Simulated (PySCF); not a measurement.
C₂Si, SMILES [C]([Si])[C] (connectivity only; charge and spin as stated), neutral, multiplicity 1.

Geometry optimised at PBE0-D3(BJ)/def2-TZVP. A frequency run showed that this geometry is not a minimum.

Two levels are set side by side: TDA-PBE/def2-TZVPD (PySCF) and ADC(2)/aug-cc-pVDZ (PySCF). Vertical, same geometry; the bases differ. Differences are taken from unrounded values.

```csv
quantity,TDA-PBE
lowest singlet excitation (eV),2.33
```

**Question.** These are the TDA-PBE values. What does ADC(2) give? (The exact figures need the calculation; the answer reports its results.)

**Answer.** 
```json
[
 {"quantity": "lowest singlet excitation (eV)", "ADC(2)": "3.01", "TDA-PBE minus ADC(2)": "-0.69"}
]
```

A lower first singlet is the usual sign of a functional without exact exchange. Differences between two approximate levels are no errors against the true value.

Rough cost on one machine, each run with all the roots and properties that it gave: ADC(2) against TDA-PBE within a factor of 2.
